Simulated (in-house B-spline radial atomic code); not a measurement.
How numerical settings move a run on Ho IV (Ho3+), [Xe] 4f10. Computed with a B-spline radial code for spherical atoms: scalar-relativistic (X2C) PW91, spin-polarised, spherical fractional occupations, Fermi nucleus of rms radius 5.2022 fm.

Command:
```bash
python run_scf.py task.json out
```
Settings of the sound reference run:
```
Z                67
electrons        64
configuration    [Xe] 4f10
hamiltonian      x2c
method           pw91,pw91
spin_polarised   True
nucleus          fermi
rms_radius       5.2022
mass_number      165
atomic_mass      164.9303
speed_of_light   137.036
knot_spacing     0.22
spline_order     8
gauss_points     12
box_radius       16.22
max_iterations   70
damping          0.5
damped_steps     3
diis_vectors     10
tolerance        1e-08
start            Thomas-Fermi
```

Time taken, with all properties: 0.37 s on 1 thread of Intel(R) Xeon(R) Platinum 8488C (shared host).

It converges in 10 iterations to -12615.767431 hartree, with 4f down at -33.3867 eV. The other runs change the listed settings, some to values that make no sense; their results aren't properties of the atom or ion. Radii are in bohr (the nuclear one in fm), a minus after a letter asks for a j subshell, and «unchanged» means within 1e-8 hartree. The run stops when the residual is below 10 × tolerance × max(1, Z/10), or a noise floor if that is larger, and the energy moves by less than 1e-8 × √|E| hartree; so very loose and very tight tolerances often act alike.

```tsv
changed settings	outcome
first_knot = 0.000149	converged in 10 iterations, energy -5.12e-06 hartree from the reference, 4f down level -1.3e-04 eV
tolerance = 1e-06	converged in 9 iterations, energy unchanged, 4f down level -7.8e-04 eV
first_knot = 1.49e-06	converged in 10 iterations, energy +1.02e-05 hartree from the reference, 4f down level -1.6e-04 eV
spline_order = 7, max_iterations = 12	converged in 10 iterations, energy +5.98e-06 hartree from the reference, 4f down level -1.9e-04 eV
first_knot = 0.0448	converged in 10 iterations, energy +1.75e+01 hartree from the reference, 4f down level -2.8e-02 eV
damped_steps = 0	converged in 9 iterations, energy unchanged, 4f down level +1.9e-05 eV
knot_spacing = 0.75, spline_order = 4, gauss_points = 3, max_iterations = 100, damping = 0	converged in 17 iterations, energy +4.56e+01 hartree from the reference, 4f down level -2.5e+00 eV
first_knot = 0.00448	converged in 10 iterations, energy -8.83e-01 hartree from the reference, 4f down level +1.3e-03 eV
first_knot = 0.00149	converged in 10 iterations, energy -4.39e-01 hartree from the reference, 4f down level +6.6e-04 eV
tolerance = 1e-13	converged in 11 iterations, energy unchanged, 4f down level +1.6e-05 eV
damped_steps = 1	converged in 10 iterations, energy unchanged, 4f down level -4.2e-05 eV
spline_order = 5, box_radius = 2.43, max_iterations = 50	converged in 9 iterations, energy +1.66e+00 hartree from the reference, 4f down level +1.3e+01 eV (the program warns: 4f down reaches the box edge; 4p up reaches the box edge)
hamiltonian = dirac, method = tpss,tpss, spin_polarised = False	stopped with error: meta-GGAs are not served with the Dirac Hamiltonian
electrons = 67, configuration = [Xe] 4f10 6s3, max_iterations = 100	stopped with error: shell 6s holds at most 1 electrons (per spin)
```

(1) What happens with spline_order = 6, box_radius = 3.24, max_iterations = 50?

(2) What happens with gauss_points = 8, max_iterations = 5, diis_vectors = 1, tolerance = 0.0001?

(3) What happens with damped_steps = 30?

(4) What happens with electrons = 65, configuration = [Xe] 4f10 2f1, max_iterations = 60?

Answers

(1) Converged in 10 iterations, energy +1.51e-01 hartree from the reference, 4f down level +2.2e+00 eV (the program warns: 4f down reaches the box edge; 4d down reaches the box edge).

(2) Not converged after 5 iterations, last residual 5.7e-02, last energy +4.77e-02 hartree from the reference.

(3) Converged in 20 iterations, energy unchanged, 4f down level -1.1e-05 eV.

(4) Stopped with error: there is no 2f shell.
